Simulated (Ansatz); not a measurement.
Species: isotetrasilanyl anion, Si4H9, net charge -1, singlet state. It need not be the lowest isomer of its formula. 
Coordinates optimised at B3LYP-D3(BJ)/def2-TZVP (Ansatz, an electronic-structure program):
```
Si
Si 1 2.3583
H 2 1.5008 1 112.44
H 2 1.5008 3 103.56 1 -121.63
H 2 1.5011 3 103.59 4 -107.88
Si 1 2.3583 2 93.17 3 168.47
H 6 1.5008 1 112.44 2 75.11
H 6 1.5008 7 103.56 1 -121.63
H 6 1.5011 7 103.59 8 -107.88
Si 1 2.3583 2 93.17 3 75.11
H 10 1.5008 1 112.44 2 168.47
H 10 1.5008 11 103.56 1 -121.63
H 10 1.5011 11 103.59 12 -107.88
```
Charge -1, spin multiplicity 1.

Wanted: vertical ionisation energy (to the doublet state of charge +0; each state is the SCF solution reached for its spin; the molecule has degenerate orbitals, so one determinant may break the symmetry), in eV. Valence correlation only, unless marked. Open shells are spin-unrestricted. No spin-orbit coupling. Non-relativistic. Anions need diffuse functions: aug- sets have them; def2-D sets add few. CBS(X,Y): correlation extrapolated as X^-3; Hartree-Fock from the larger set. [CCSD(T)-MP2]/basis is that difference in the basis named.

```
level                                                                      program  vertical ionisation energy (eV)
-------------------------------------------------------------------------  -------  -------------------------------
HF/aug-cc-pV(T+d)Z                                                          Ansatz                             2.08
CAM-B3LYP/def2-TZVPD                                                        Ansatz                             3.14
B2PLYP/def2-TZVPD                                                           Ansatz                             3.14
MP2/aug-cc-pV(T+d)Z                                                         Ansatz                             3.26
RI-MP2/aug-cc-pV(Q+d)Z                                                      Ansatz                             3.30
SCS-MP2/aug-cc-pV(T+d)Z                                                     Ansatz                             3.22
RI-MP2/CBS(aug-cc-pV(T+d)Z,aug-cc-pV(Q+d)Z)+[CCSD(T)-MP2]/aug-cc-pV(T+d)Z   Ansatz                             3.30
```
